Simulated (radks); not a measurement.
Neutral tin, 50 electrons, occupied as [Kr] 4d10 5s2 5p2. Calculated with a radial shooting solver on a logarithmic mesh with Libxc functionals: non-relativistic Kohn-Sham, PBEsol, spin-polarised, spherical densities, point nucleus; open shells are filled with parallel spins first (spin-orbit coupling, left out, can overturn this in heavy ions); relativity is left out, which matters for an element this heavy. Some entries of the table are withheld. Estimate them.

orbital,occ.,eigenvalue (hartree),r(max) (bohr),<r^2> (bohr^2)
1s up,1,-1027.394,0.02015,0.001239
1s down,1,-1027.393,0.02015,0.001239
2s up,1,-151.5860,0.1116,0.02030
2s down,1,-151.5857,0.1116,0.02030
2p up,3,-141.8235,0.08735,0.01529
2p down,3,-141.8226,0.08735,0.01529
3s up,1,-29.14134,0.3203,0.1421
3s down,1,-29.14038,0.3203,0.1421
3p up,3,-25.11511,0.3067,0.1369
3p down,3,-25.11402,0.3067,0.1369
3d up,5,-17.64161,0.2515,0.1175
3d down,5,-17.64064,0.2515,0.1174
4s up,1,-4.54634,0.7722,0.8159
4s down,1,-4.54426,0.7723,0.8155
4p up,3,-3.20768,(1),(2)
4p down,3,-3.20532,(3),(4)
4d up,5,-0.99773,0.8827,1.421
4d down,5,-0.99201,0.8823,1.401
5s up,1,-0.37790,2.114,7.135
5s down,1,-0.33223,2.080,7.034
5p up,2,-0.15591,2.594,11.92
5p down,0,-0.10716,2.564,12.65

Answer. 
(1) 4p up r(max) (bohr): 0.7998
(2) 4p up <r^2> (bohr^2): 0.9245
(3) 4p down r(max) (bohr): 0.7999
(4) 4p down <r^2> (bohr^2): 0.9231
